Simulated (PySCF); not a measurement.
**Calculated properties of (LiCl)3 ring, Li3Cl3**

Species: (LiCl)3 ring, Li3Cl3.
Cartesian coordinates in Å at the PBE0-D3(BJ)/def2-SVP level; atoms count from 1:
```
atom  x, y, z in Å
Li1    1.4539    0.5140   -1.1593
Cl2   -0.3281    1.6452   -1.6410
Li3   -1.7216    0.8194   -0.2031
Cl4   -1.7817   -0.6594    1.3775
Li5    0.2733   -1.3375    1.3622
Cl6    2.1043   -0.9817    0.2637
```

PBE0-D3(BJ)/def2-SVP geometry optimisation, gas phase (PySCF):

| Item | Value |
| --- | --- |
| Point group | D3h |
| Rotational constants A, B, C | 1.551, 1.539, 0.773 GHz |

**PBE0/def2-SVPD ground state, ΔSCF and vertical TDDFT (core frozen in the response) (PySCF)**

| Item | Value |
| --- | --- |
| Dipole moment | 0.00 D by symmetry (numerical residue 0.04 D) |
| HOMO energy | -8.48 eV |
| LUMO energy | -0.68 eV |
| HOMO–LUMO gap | 7.80 eV |
| Lowest singlet excitation | 6.77 eV (183 nm, f = 0.000 summed over 2 states within 0.01 eV) |
| Lowest triplet excitation (Tamm–Dancoff) | 6.65 eV |
| Static isotropic polarisability | 68.1 au |
| Vertical ionisation energy | 10.53 eV |
| Electronic spatial extent ⟨r²⟩ about the centre of nuclear charge | 1230 bohr² |

B3LYP/pcSseg-1 ground state and GIAO shieldings, non-relativistic (PySCF):

| Quantity | Value |
| --- | --- |
| Isotropic shieldings of nuclei other than C and H, by class | 89 (Li1/Li3/Li5), 1037 (Cl2/Cl4/Cl6) ppm |

delta-SCF UKS SCAN, pcX-2 on the ionised atom, pcseg-1 elsewhere, spin-free X2C; 2p3/2 from a spin–orbit splitting computed afterwards within the 2p shell (PySCF):

| Item | Value |
| --- | --- |
| Core binding energies | Li1s 63.5 (Li1/Li3/Li5), Cl2p3/2 204.9 (Cl2/Cl4/Cl6), Cl1s 2827.5 (Cl2/Cl4/Cl6) eV |

Monoisotopic mass (most abundant isotopes): 125.9546 u.

The rotational constants are those of an oblate symmetric top; the small spread among constants that symmetry makes equal is optimisation noise. The ΔSCF ionisation energy exceeds −ε(HOMO) by 2.05 eV with PBE0; the lowest state found was started with its hole in HOMO−2. Point group D3h forbids a permanent dipole, so the rigid molecule has no electric-dipole pure rotational spectrum. S1 lies 1.03 eV below the HOMO–LUMO gap. The 10 singlets span 6.77 to 7.61 eV, and their oscillator strengths add up to 0.38. The polarisability is 10.09 Å³ as a volume (1 au = 0.148185 Å³), or 1.13 au for each of the 60 electrons. With B = h/(8π²I), that is 505.379 GHz u Å² over I, the principal moments of inertia are 325.8, 328.3 and 654.1 u Å² (most abundant isotopes). The principal polarisabilities are 61.0, 71.6 and 71.6 au; their mean is the isotropic value.

One conformer stands for the species.
